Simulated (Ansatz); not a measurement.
`C[SiH2]BS` + HCl → `C[SiH2]BCl` + H₂S at 700 K and 1 bar (ligand exchange at a B–S bond).

Computed with Ansatz on PBE0-D4/def2-TZVP structures; ΔE is electronic, products minus reactants. CBS: MP2 limit from def2 TZ/QZ plus the TZ coupled-cluster correction, frozen cores. This one scheme is used for every species. One conformer a species, not always the lowest.

```
     species  CCSD(T)/CBS energy (Eh)  H − E (kJ/mol)  S (J/(mol·K))
 `C[SiH2]BS`               -753.93389           280.5          468.5
         HCl               -460.38127            38.4          211.8
`C[SiH2]BCl`               -815.33859           250.5          457.1
         H₂S               -398.97279            64.8          236.9
```

H − E and S are ideal-gas, rigid-rotor, harmonic terms from PBE0-D4/def2-TZVP, for one conformer and one mirror image of each species. 1 Eh = 2625.50 kJ/mol, R = 8.31446 J/(mol·K).

Q: By hand: ΔE, ΔH, ΔS and ΔG.

A: ΔE = (-815.33859) + (-398.97279) − (-753.93389) − (-460.38127) = 0.00378 Eh = 9.9 kJ/mol. Δ(H − E) = 250.5 + 64.8 − 280.5 − 38.4 = -3.6, so ΔH = 6.3 kJ/mol. ΔS = 457.1 + 236.9 − 468.5 − 211.8 = 13.7 J/(mol·K). ΔG = 6.3 − 700 × (13.7)/1000 = -3.3 kJ/mol.

Q: By hand: the equilibrium constant, and the temperature at which ΔG would vanish if ΔH and ΔS stayed fixed.

A: log₁₀ K = −ΔG/(RT ln 10) = 0.2. ΔG = 0 at ΔH/ΔS = 460 K, though so small a ΔH makes that figure unsure.

TΔS isn't small against ΔH here. The sign of ΔG lies within the doubt. A doubt of 5 kJ/mol in ΔE shifts log₁₀ K by 0.4 here. Other conformers and mirror images would add mixing entropy, several J/(mol·K) or more a flexible species. Modes under 60 cm⁻¹, often nearly free rotors, make the harmonic entropy too high. These are equilibria of isolated gas molecules and say nothing of rates. Largest T1 diagnostic: 0.014 (customary marks: 0.02 for closed shells, 0.045 for open ones).
